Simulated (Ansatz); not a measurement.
## AsH2 (SMILES [AsH2]): the vertical ionisation energy from total energies

AsH2 has 3 atoms, charge 0, and is taken as a doublet. SMILES: `[AsH2]`. Geometry: relaxed at PBE0-D4/def2-TZVP.

```xyz
3

As   -0.5733    0.3274   -0.2748
H     0.6804    0.7957    0.4591
H    -0.1071   -1.1232   -0.1843
```

Both states at this one shape; open shells run unrestricted unless said. 1 Eh = 27.2114 eV.

| level | program | doublet AsH2 (Eh) | singlet [AsH2]+ (Eh) |
| --- | --- | --- | --- |
| UHF/STO-3G | Ansatz | -2210.408996 | -2210.154979 |
| UPBE0/cc-pVTZ | Ansatz | -2236.803711 | -2236.453511 |

Question: Work out the vertical ionisation energy at each level.

Answer: 
1. UHF/STO-3G: -2210.154979 − (-2210.408996) = 0.254017 Eh = 6.91 eV.
2. UPBE0/cc-pVTZ: -2236.453511 − (-2236.803711) = 0.350200 Eh = 9.53 eV.

No measured value is set beside it here; the levels span 6.91 to 9.53 eV. Minimal sets are far from the basis-set limit. All-electron rows are non-relativistic unless named.
